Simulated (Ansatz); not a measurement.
`C[Se][SiH](F)Cl` + `FB[SiH3]` → `F[SiH]([SiH3])Cl` + `C[Se]BF` at 600 K and 1 bar (redistribution).

Program: Ansatz. Geometries: PBE0-D4/def2-TZVP. ΔE: electronic, gas phase. CCSD(T)/CBS adds triple-zeta CCSD(T) − MP2 to the extrapolated MP2 energy (def2 sets, frozen cores). For Se outer-core shells are correlated without core-valence functions, which leaves a few kJ/mol of doubt a bond. Scalar relativity is left out up to krypton. One conformer a species, not always the lowest.

```json
{"species": "`C[Se][SiH](F)Cl`", "CCSD(T)/CBS energy (Eh)": "-3289.96087", "H − E (kJ/mol)": "198.2", "S (J/(mol·K))": "468.8"}
{"species": "`FB[SiH3]`", "CCSD(T)/CBS energy (Eh)": "-416.08982", "H − E (kJ/mol)": "146.0", "S (J/(mol·K))": "360.6"}
{"species": "`F[SiH]([SiH3])Cl`", "CCSD(T)/CBS energy (Eh)": "-1140.23962", "H − E (kJ/mol)": "156.7", "S (J/(mol·K))": "426.3"}
{"species": "`C[Se]BF`", "CCSD(T)/CBS energy (Eh)": "-2565.82397", "H − E (kJ/mol)": "188.1", "S (J/(mol·K))": "393.1"}
```

H − E and S are ideal-gas, rigid-rotor, harmonic terms from PBE0-D4/def2-TZVP, for one conformer and one mirror image of each species. 1 Eh = 2625.50 kJ/mol, R = 8.31446 J/(mol·K).

Problem. By hand: ΔE, ΔH, ΔS and ΔG.

Solution. ΔE = (-1140.23962) + (-2565.82397) − (-3289.96087) − (-416.08982) = -0.01290 Eh = -33.9 kJ/mol. Δ(H − E) = 156.7 + 188.1 − 198.2 − 146.0 = 0.6, so ΔH = -33.3 kJ/mol. ΔS = 426.3 + 393.1 − 468.8 − 360.6 = -10.0 J/(mol·K). ΔG = -33.3 − 600 × (-10.0)/1000 = -27.3 kJ/mol.

Problem. By hand: the equilibrium constant, and the temperature at which ΔG would vanish if ΔH and ΔS stayed fixed.

Solution. log₁₀ K = −ΔG/(RT ln 10) = 2.4. ΔG = 0 at ΔH/ΔS = 3330 K, far beyond where these terms or the molecules hold.

The number of gas molecules stays the same, so ΔS is small and ΔH decides. A doubt of 5 kJ/mol in ΔE shifts log₁₀ K by 0.4 here. Other conformers and mirror images would add mixing entropy, several J/(mol·K) or more a flexible species. Modes under 60 cm⁻¹, often nearly free rotors, make the harmonic entropy too high. These are equilibria of isolated gas molecules and say nothing of rates. Largest T1 diagnostic: 0.014 (customary marks: 0.02 for closed shells, 0.045 for open ones).
